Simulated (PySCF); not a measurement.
Bonding in `C=C[Si@](O)(C=O)[SiH2]P`

Species: C3H9O2PSi2.
Numbering: `[CH2:1]=[CH:2][Si@:3]([OH:4])([CH:5]=[O:6])[SiH2:7][PH2:8]` (hydrogens: H9, H10 on C1; H11 on C2; H12 on O4; H13 on C5; H14, H15 on Si7; H16, H17 on P8)

Geometry (GFN2-xTB, Å), atoms numbered from 1 in this order:
```
atom  x, y, z in Å
C1    -1.5491   -2.0301    0.0419
C2    -1.3396   -0.8416   -0.5058
Si3   -0.3212    0.5401    0.2941
O4    -0.0184    0.2348    1.8649
C5    -1.4564    2.0891    0.2760
O6    -1.7574    2.6377    1.3098
Si7    1.7433    0.8616   -0.7320
P8     3.0421   -0.9663   -0.7227
H9    -2.1120   -2.8079   -0.4514
H10   -1.1674   -2.2725    1.0203
H11   -1.7392   -0.6553   -1.4959
H12   -0.5288    0.6744    2.5448
H13   -1.8322    2.4961   -0.6833
H14    2.5618    1.9195   -0.1223
H15    1.5913    1.2209   -2.1506
H16    2.8381   -1.2504    0.6167
H17    2.0382   -1.8381   -1.1146
```

Bond orders from the PBE0/pcSseg-1 density (PySCF). One conformer (not necessarily the lowest) at the GFN2-xTB geometry, without solvent, vibrations or thermal averaging.

Question: How far do the computed orders between heavy atoms stray from the drawn ones?

Answer: The largest departure is 0.203, at Si3–C5 (drawn single, 0.797). Drawn single, order below 0.88: C2–Si3 (0.827), Si3–C5 (0.797) and Si3–Si7 (0.863).

Question: Set the Mayer orders of the bonds beside their lengths.

Answer: 
```json
{"bond": "C1–C2", "drawn as": "double", "length (Å)": "1.325", "Mayer order": "1.988"}
{"bond": "C2–Si3", "drawn as": "single", "length (Å)": "1.894", "Mayer order": "0.827"}
{"bond": "Si3–O4", "drawn as": "single", "length (Å)": "1.629", "Mayer order": "1.042"}
{"bond": "Si3–C5", "drawn as": "single", "length (Å)": "1.921", "Mayer order": "0.797"}
{"bond": "C5–O6", "drawn as": "double", "length (Å)": "1.208", "Mayer order": "1.925"}
{"bond": "Si3–Si7", "drawn as": "single", "length (Å)": "2.328", "Mayer order": "0.863"}
{"bond": "Si7–P8", "drawn as": "single", "length (Å)": "2.242", "Mayer order": "0.988"}
{"bond": "C1–H9", "drawn as": "single", "length (Å)": "1.079", "Mayer order": "0.953"}
{"bond": "C1–H10", "drawn as": "single", "length (Å)": "1.078", "Mayer order": "0.952"}
{"bond": "C2–H11", "drawn as": "single", "length (Å)": "1.084", "Mayer order": "0.935"}
{"bond": "O4–H12", "drawn as": "single", "length (Å)": "0.957", "Mayer order": "0.919"}
{"bond": "C5–H13", "drawn as": "single", "length (Å)": "1.108", "Mayer order": "0.898"}
{"bond": "Si7–H14", "drawn as": "single", "length (Å)": "1.470", "Mayer order": "0.926"}
{"bond": "Si7–H15", "drawn as": "single", "length (Å)": "1.471", "Mayer order": "0.920"}
{"bond": "P8–H16", "drawn as": "single", "length (Å)": "1.384", "Mayer order": "0.930"}
{"bond": "P8–H17", "drawn as": "single", "length (Å)": "1.386", "Mayer order": "0.928"}
```

By pair of heavy elements: C–Si: lowest Si3–C5 (0.797, 1.921 Å), highest C2–Si3 (0.827, 1.894 Å).

Question: Sum the orders of all bonds at each heavy atom with more than one neighbour and set the sums beside the valence in the SMILES.

Answer: C1 3.893 (drawn 4), C2 3.750 (drawn 4), Si3 3.529 (drawn 4), O4 1.961 (drawn 2), C5 3.620 (drawn 4), Si7 3.697 (drawn 4), P8 2.846 (drawn 3). Orders between atoms that aren't bonded are not in these sums.

The Mayer order sums products of elements of PS (density times overlap matrix) between the two atoms' basis functions, so it depends on the basis set.
